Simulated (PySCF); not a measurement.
## Tl³⁺: ionisation energy

Tl³⁺ [Xe] 4f14 5d10 → Tl⁴⁺ [Xe] 4f14 5d9 [5d3/2^4 5d5/2^5, M_J = 5/2], as a difference of total energies. All numbers are calculated (PySCF 2.14, the two-component X2C-1e Hamiltonian, in x2c-TZVPPall-2c). Correlated levels: [Kr] 4d10 4f14 frozen; the 24 highest virtual spinors dropped. "Screened" scales the spin-orbit matrix elements by Boettger's factors to mimic the two-electron term; Breit and QED terms are absent.

```csv
method,ionisation energy (eV),error (eV)
GHF (spin-free),50.218,-0.922
GMP2 (spin-free),51.486,+0.346
GHF (screened spin-orbit),49.253,-1.887
GMP2 (screened spin-orbit),50.502,-0.638
```

Reference: 51.14 ± 0.04 eV (measured; NIST Atomic Spectra Database, ionization energies).

The spin-free rows lack the spin-orbit shift.

Errors of the correlated levels include the incompleteness of this basis and the frozen core.
